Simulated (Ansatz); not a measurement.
Reactions of `[Cl][Al]1[CH2]C[SiH2]1`.

Calculated with Ansatz (gas phase, PBE0-D4/def2-TZVP geometries, no zero-point term in ΔE). CCSD(T)/CBS is the MP2 limit (def2-TZVPP, def2-QZVPP) plus CCSD(T) − MP2 in def2-TZVPP, frozen cores. This one scheme is used for every species, atoms too. DFT in def2-TZVPP. B3LYP here is the variant with VWN-RPA as its local correlation; programs differ in this. Open shells (•) are unrestricted, without spin–orbit coupling. Spin–orbit coupling would lower the free atoms: a little for Al, C, Cl, Si. One conformer a species, not always the lowest.

| reaction | r2SCAN-D4 (kcal/mol) | HF/CBS(def2) (kcal/mol) | B3LYP-D4 (kcal/mol) | ωB97X-V (kcal/mol) | CCSD(T)/CBS(def2) (kcal/mol) |
| --- | --- | --- | --- | --- | --- |
| `[Cl][Al]1[CH2]C[SiH2]1` + CH₄ → `[CH3][Al]1[CH2]C[SiH2]1` + HCl | 43.5 | 45.9 | 43.3 | 42.6 | 42.6 |
| `[Cl][Al]1[CH2]C[SiH2]1` + H₂ → `[CH2]1C[SiH2][AlH]1` + HCl | 39.1 | 34.7 | 37.4 | 36.6 | 37.6 |
| `[Cl][Al]1[CH2]C[SiH2]1` → `C=[CH][AlH][SiH2]Cl` | 27.1 | 15.2 | 21.7 | 25.7 | 24.0 |
| `[Cl][Al]1[CH2]C[SiH2]1` → Al• + 2 C• + Cl• + 6 H• + Si• | 922.6 | 691.1 | 911.8 | 922.0 | 917.1 |

Largest T1 diagnostic: 0.018, for Al•.
